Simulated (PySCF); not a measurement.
**Polarisability of [TaOF4]-**

[TaOF4]- (charge -1 and singlet state).
Structure used (PBE0-D3(BJ)/def2-SVP), in Å, numbered top down from 1:
```xyz
6
F4OTa angstrom
Ta    -0.0001   -0.0005    0.0702
O      0.0015   -0.0073    1.8066
F      1.8553    0.0027   -0.4703
F     -0.0012    1.8577   -0.4605
F     -1.8559    0.0010   -0.4683
F      0.0005   -1.8536   -0.4777
```

Level: PBE0/def2-SVPD (PySCF), static field, nuclei fixed, core orbitals frozen in the response. The polarisability tensor in these axes (au):

```
x   46.36  0.00  0.01
y    0.00 46.36 -0.01
z    0.01 -0.01 50.61
```

Problem. Give the principal values, the mean and the anisotropy Δα = √{½[(α1 − α2)² + (α2 − α3)² + (α1 − α3)²]}.

Solution. Principal values 46.36, 46.36 and 50.61 au; mean 47.77 au = 7.08 Å³ = 7.88 × 10⁻⁴⁰ C²·m²/J; Δα = 4.25 au (9 % of the mean).

Problem. Rayleigh depolarisation ratio (linearly polarised light, static tensor)?

Solution. ρ = 3Δα²/(45ᾱ² + 4Δα²) = 54.1/(102709 + 72.2) ≈ 0.000527.

Problem. Form Σ f/ω² (atomic units) for the 10 lowest TDDFT singlets, given as eV and f, and set it beside the mean polarisability, which is this sum over all singlets: 6.42, 0.0019; 6.42, 0.0019; 6.95, 0.0000; 7.48, 0.0000; 7.60, 0.0089; 7.60, 0.0089; 7.70, 0.0000; 7.72, 0.0000; 8.18, 0.0076; 8.18, 0.0000.

Solution. They add up to 0.38 au, 0.8 % of the 47.77 au; the largest single term is 0.11 au, from the state at 7.60 eV. Terms in order: 0.03, 0.03, 0.00, 0.00, 0.11, 0.11, 0.00, 0.00, 0.08, 0.00 au. Higher excitations give the rest. The strengths listed sum to 0.029.

Isolated species at its PBE0-D3(BJ)/def2-SVP geometry, gas phase. Atoms past krypton carry effective core potentials; spin–orbit coupling is left out. The geometry's basis has no diffuse functions.
